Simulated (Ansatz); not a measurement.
`[SiH3][SiH2]CCl` → C• + Cl• + 7 H• + 2 Si•  (atomization)

Computed with Ansatz on PBE0-D4/def2-TZVP structures; ΔE is electronic, products minus reactants. CBS: MP2 limit from def2 TZ/QZ plus the TZ coupled-cluster correction, frozen cores. This one scheme is used for every species, atoms too. Functionals use def2-TZVPP. B3LYP here is the variant with VWN-RPA as its local correlation; programs differ in this. Open shells (•) are unrestricted, without spin–orbit coupling. Spin–orbit coupling would lower the free atoms: a little for C, Cl, Si. Each species was taken in one conformer, which may not be the lowest.

`[SiH3][SiH2]CCl`:

```xyz
11

Si    0.494   -0.465    1.757
Si    0.018   -0.653   -0.531
C    -0.492    1.031   -1.216
Cl   -0.859    0.911   -2.960
H     0.891   -1.786    2.313
H     1.606    0.499    1.976
H    -0.703    0.024    2.495
H     1.219   -1.127   -1.267
H    -1.094   -1.615   -0.746
H    -1.385    1.412   -0.720
H     0.304    1.769   -1.101
```

```json
{"level": "r2SCAN-D4", "ΔE (eV)": "35.33"}
{"level": "ωB97X-V", "ΔE (eV)": "35.57"}
{"level": "ωB97M-V", "ΔE (eV)": "35.35"}
{"level": "PBE", "ΔE (eV)": "35.03"}
{"level": "r2SCAN", "ΔE (eV)": "35.27"}
{"level": "B3LYP", "ΔE (eV)": "34.81"}
{"level": "HF/CBS(def2)", "ΔE (eV)": "26.74"}
{"level": "CCSD/CBS(def2)", "ΔE (eV)": "34.96"}
```

Q: What does CCSD(T)/CBS give? (Estimate.)

A: Computed: +35.34 eV. The listed levels differ from it by -0.01, 0.23, 0.01, -0.31, -0.07, -0.53, -8.60, -0.38 eV.

Largest T1 diagnostic among the species: 0.012.

The D4 term adds +0.41 eV with B3LYP and +0.22 eV with PBE0; it sums over pairs of atoms, weighted by their polarisabilities, and B3LYP, whose exchange is more repulsive, gets the larger term. In def2-TZVPP, CCSD(T) changes the Hartree–Fock value by +7.76 eV (the triples alone add +0.38 eV) and MP2 by +7.69 eV; breaking electron pairs costs correlation energy, which Hartree–Fock lacks. From PBE to PBE0 (25 % exact exchange), in def2-TZVPP and without D4, ΔE moves by −0.13 eV: exact exchange takes away binding that semilocal exchange gives to molecules.

For atomizations the MP2-based limit and the directly extrapolated one differ by several kJ/mol either way, and by 10 to 25 for some Ge, Se and Sn compounds, so smaller differences from it don't rank the levels.
